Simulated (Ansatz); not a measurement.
`[F][AlH][CH2][SiH3]` + `FC(F)C(F)(F)F` → `[AlH2][CH2][SiH3]` + hexafluoroethane at 600 K and 1 bar (formal exchange of groups at the Al–F bond).

Calculated with Ansatz (gas phase, PBE0-D4/def2-TZVP geometries, no zero-point term in ΔE). CCSD(T)/CBS adds triple-zeta CCSD(T) − MP2 to the extrapolated MP2 energy (def2 sets, frozen cores). One conformer a species, not always the lowest.

```tsv
species	CCSD(T)/CBS energy (Eh)	H − E (kJ/mol)	S (J/(mol·K))
`[F][AlH][CH2][SiH3]`	-672.62924	220.8	446.0
`FC(F)C(F)(F)F`	-575.65828	153.4	413.1
`[AlH2][CH2][SiH3]`	-573.34237	226.7	417.6
`FC(F)(F)C(F)(F)F`	-674.85415	136.9	419.9
```

H − E and S are ideal-gas, rigid-rotor, harmonic terms from PBE0-D4/def2-TZVP, for one conformer and one mirror image of each species. 1 Eh = 2625.50 kJ/mol, R = 8.31446 J/(mol·K).

Question: By hand: ΔE, ΔH, ΔS and ΔG.

Answer: ΔE = (-573.34237) + (-674.85415) − (-672.62924) − (-575.65828) = 0.09100 Eh = 238.9 kJ/mol. Δ(H − E) = 226.7 + 136.9 − 220.8 − 153.4 = -10.6, so ΔH = 228.3 kJ/mol. ΔS = 417.6 + 419.9 − 446.0 − 413.1 = -21.6 J/(mol·K). ΔG = 228.3 − 600 × (-21.6)/1000 = 241.3 kJ/mol.

Question: By hand: the equilibrium constant, and the temperature at which ΔG would vanish if ΔH and ΔS stayed fixed.

Answer: log₁₀ K = −ΔG/(RT ln 10) = -21.0. ΔH and −TΔS have one sign here, so there is no such temperature.

ΔH outweighs TΔS. A doubt of 5 kJ/mol in ΔE shifts log₁₀ K by 0.4 here. Other conformers and mirror images would add mixing entropy, several J/(mol·K) or more a flexible species. Modes under 60 cm⁻¹, often nearly free rotors, make the harmonic entropy too high. These are equilibria of isolated gas molecules and say nothing of rates. Largest T1 diagnostic: 0.012 (customary marks: 0.02 for closed shells, 0.045 for open ones).
